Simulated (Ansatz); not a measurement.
`F[SiH](Cl)Cl` + `[OH][GeH3]` → `Cl[SiH](Cl)[O][GeH3]` + H–F at 500 K and 1 bar (ligand exchange at the Si–F bond).

Calculated with Ansatz (gas phase, PBE0-D4/def2-TZVP geometries, no zero-point term in ΔE). CCSD(T)/CBS is the MP2 limit (def2-TZVPP, def2-QZVPP) plus CCSD(T) − MP2 in def2-TZVPP, frozen cores. This one scheme is used for every species. For Ge outer-core shells are correlated without core-valence functions, which leaves a few kJ/mol of doubt a bond. Scalar relativity is left out up to krypton. Each species was taken in one conformer, which may not be the lowest.

```
               species  CCSD(T)/CBS energy (Eh)  H − E (kJ/mol)  S (J/(mol·K))
        `F[SiH](Cl)Cl`              -1309.19911            71.9          352.5
          `[OH][GeH3]`              -2153.69723           124.0          309.0
`Cl[SiH](Cl)[O][GeH3]`              -3362.49847           158.1          472.7
                   H–F               -100.39570            39.4          188.7
```

H − E and S are ideal-gas, rigid-rotor, harmonic terms from PBE0-D4/def2-TZVP, for one conformer and one mirror image of each species. 1 Eh = 2625.50 kJ/mol, R = 8.31446 J/(mol·K).

Problem. By hand: ΔE, ΔH, ΔS and ΔG.

Solution. ΔE = (-3362.49847) + (-100.39570) − (-1309.19911) − (-2153.69723) = 0.00217 Eh = 5.7 kJ/mol. Δ(H − E) = 158.1 + 39.4 − 71.9 − 124.0 = 1.6, so ΔH = 7.3 kJ/mol. ΔS = 472.7 + 188.7 − 352.5 − 309.0 = -0.1 J/(mol·K). ΔG = 7.3 − 500 × (-0.1)/1000 = 7.3 kJ/mol.

Problem. By hand: the equilibrium constant, and the temperature at which ΔG would vanish if ΔH and ΔS stayed fixed.

Solution. log₁₀ K = −ΔG/(RT ln 10) = -0.8. ΔH and −TΔS have one sign here, so there is no such temperature.

The number of gas molecules stays the same, so ΔS is small and ΔH decides. A doubt of 5 kJ/mol in ΔE shifts log₁₀ K by 0.5 here. Other conformers and mirror images would add mixing entropy, several J/(mol·K) or more a flexible species. Modes under 60 cm⁻¹, often nearly free rotors, make the harmonic entropy too high. These are equilibria of isolated gas molecules and say nothing of rates. Largest T1 diagnostic: 0.011 (customary marks: 0.02 for closed shells, 0.045 for open ones).

ΔS is within the doubt of such terms, so its sign, and with it that verdict, could turn.
